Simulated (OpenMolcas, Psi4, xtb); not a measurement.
# CH2GeN (SMILES N#[C][GeH2]): methods side by side

CH2GeN has 5 atoms, charge 0, and is taken as a doublet. SMILES: `N#[C][GeH2]`. The coordinates come from a PBE0-D4/def2-TZVP relaxation.

| atom | x (Å) | y (Å) | z (Å) |
| --- | --- | --- | --- |
| N | 1.5907 | -1.0293 | 1.2932 |
| C | 0.8384 | -0.5359 | 0.5704 |
| Ge | -0.3159 | 0.2414 | -0.7401 |
| H | -1.6589 | -0.4980 | -0.6959 |
| H | -0.4043 | 1.7484 | -0.4689 |

Quantity: the electronic atomisation energy, in eV. The values are calculated. Electronic energies at fixed atoms, without zero-point motion or spin-orbit coupling.

```
            level                    kind     program  value (eV)
         GFN0-xTB          semi-empirical         xtb       24.82
    UHF/def2-SVPD            Hartree–Fock        Psi4       11.80
 USVWN5/def2-SVPD                     LDA  OpenMolcas       20.89
  UBLYP/def2-SVPD                     GGA  OpenMolcas       18.06
  UTPSS/def2-SVPD                meta-GGA  OpenMolcas       18.17
 UBHLYP/def2-SVPD           global hybrid  OpenMolcas       16.99
  UPBE0/def2-SVPD           global hybrid  OpenMolcas       17.87
U-wB97X/def2-SVPD  range-separated hybrid        Psi4       17.90
   UMP2/def2-SVPD     perturbation theory        Psi4       17.23
   UMP3/def2-SVPD     perturbation theory        Psi4       16.46
```

All-electron rows without a relativistic Hamiltonian named are non-relativistic. The values span 11.80 to 24.82 eV. The xTB rows lack spin polarisation, so open shells miss the exchange term that lowers them. In the correlated wave-function rows the outer d shell of Ge is correlated, in sets not made for it.
